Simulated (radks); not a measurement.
Results of a calculation; reference values are marked as such.
Problem. The silicon ion Si4+, [Ne]. Level of theory: non-relativistic Kohn-Sham, LDA (Slater exchange, Perdew-Wang correlation), spin-polarised, spherical densities, point nucleus (a radial shooting solver on a logarithmic mesh with Libxc functionals). Every spin shell is full or empty, so the densities are truly spherical. Functionals are evaluated on that one density, not self-consistently. Rank these orbital-free kinetic functionals by their error against the exact value of the orbitals, and give that value: Thomas-Fermi, von Weizsacker, TF + vW, TF + vW/5, LC94, APBEK, revAPBEK, Perdew 92, Thakkar, Pearson, LKT, PG1, DePristo-Kress, Ernzerhof.

Solution. Exact: 283.795 hartree. From best to worst, with 100 (|E| - |E exact|)/|E exact| (equal figures are ties): Thakkar +0.08, DePristo-Kress +0.20, LC94 +0.24, APBEK +0.36, Perdew 92 -0.38, Ernzerhof +0.43, revAPBEK +0.76, Pearson -1.67, TF + vW/5 +5.31, Thomas-Fermi -7.51, PG1 +26.98, LKT +33.00, von Weizsacker -35.92, TF + vW +56.57.
